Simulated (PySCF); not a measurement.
C₃H₇FSi, SMILES FC1C[SiH2]C1. Atoms are numbered in the order given.

```xyz
12

F     -2.1269    -0.1581     0.0000
C     -0.8508     0.3706     0.0000
C      0.0157    -0.0843    -1.1911
Si     1.4918    -0.0100     0.0000
C      0.0157    -0.0843     1.1911
H     -0.9531     1.4711     0.0000
H     -0.0672     0.5034    -2.1151
H     -0.2174    -1.1400    -1.4104
H      2.4691    -1.1339     0.0000
H      2.2259     1.2871     0.0000
H     -0.0672     0.5034     2.1151
H     -0.2174    -1.1400     1.4104
```

The structure is a stationary point at ωB97X-D3(BJ)/def2-SVP. The structure was generated by enumeration, and PubChem lists no compound with its InChIKey, so it may never have been made.

All values below come from PBE/pcSseg-1 in PySCF.

GIAO shieldings, no solvent; atoms listed in one row are averaged. δ = σ(ref) − σ: ¹⁹F against CFCl3 (σ = 133.6 ppm); ¹³C against TMS (σ = 182.0 ppm); ²⁹Si against TMS (σ = 335.4 ppm); ¹H against TMS (σ = 31.49 ppm), references at their B3LYP-D3(BJ)/def2-TZVP geometries, non-relativistic.

| nucleus | atoms | count | δ (ppm) |
|---|---|---|---|
| ¹⁹F | F1 | 1 | -157.7 |
| ¹³C | C2 | 1 | 94.1 |
| ¹³C | C3, C5 | 2 | 25.5 |
| ²⁹Si | Si4 | 1 | -65.3 |
| ¹H | H6 | 1 | 5.44 |
| ¹H | H9 | 1 | 4.73 |
| ¹H | H10 | 1 | 4.46 |
| ¹H | H11, H7 | 2 | 2.10 |
| ¹H | H8, H12 | 2 | 1.95 |
